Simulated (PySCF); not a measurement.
C5H9NOSi.
Numbering: `[CH3:1][C@:2]1([C:3]#[N:4])[CH2:5][CH2:6][SiH2:7][O:8]1` (hydrogens: H9, H10, H11 on C1; H12, H13 on C5; H14, H15 on C6; H16, H17 on Si7)

Computed geometry: GFN2-xTB, gas phase.

(1) Give the optimised bond lengths and angles.

Results:

(1) 
| bond | length (Å) |
| --- | --- |
| C1–C2 | 1.529 |
| C2–C3 | 1.456 |
| C3≡N4 | 1.143 |
| C2–C5 | 1.544 |
| C5–C6 | 1.527 |
| C6–Si7 | 1.909 |
| Si7–O8 | 1.637 |
| C2–O8 | 1.416 |
| C1–H9, C1–H10, C1–H11 | 1.088 |
| C5–H12 | 1.092 |
| C5–H13 | 1.092 |
| C6–H14 | 1.087 |
| C6–H15 | 1.091 |
| Si7–H16 | 1.458 |
| Si7–H17 | 1.456 |

Bonds in one row agree within 0.01 Å and their mean is given. A selection of angles:
| angle | degrees |
| --- | --- |
| C1–C2–C3 | 108.9 |
| C1–C2–C5 | 112.7 |
| C1–C2–O8 | 109.2 |
| C3–C2–C5 | 108.6 |
| C3–C2–O8 | 108.8 |
| C5–C2–O8 | 108.6 |
| C2–C3–N4 | 179.3 |
| C2–C5–C6 | 107.5 |
| C5–C6–Si7 | 101.8 |
| C6–Si7–O8 | 94.5 |
| C2–O8–Si7 | 115.4 |

Dihedral angles: C1–C2–C5–C6 -158° (antiperiplanar); C2–C5–C6–Si7 32° (synclinal); C5–C6–Si7–O8 -18° (synperiplanar); C6–Si7–O8–C2 -3° (synperiplanar); C1–C2–O8–Si7 146° (anticlinal).

The 5-membered ring C2–C5–C6–Si7–O8 has internal angles of 94.5° to 115.4°; it is puckered, 0.15 Å rms from its mean plane, widest ring torsion 37°. The C–C distances run from 1.456 Å (C2–C3, drawn single) to 1.544 Å (C2–C5, drawn single), a spread of 0.088 Å. Of the pairs four or more bonds apart, H9···H12 is among the closest relative to their van der Waals radii: 2.44 Å, 102 % of the sum of Bondi's values. Si7 (oxygen-bound silicon) has angles from 94.5° to 114.9°.

Point group: C1 (no symmetry element, even within 0.4 Å). Stationary, but not proved a minimum. The numbers are those of one conformer.
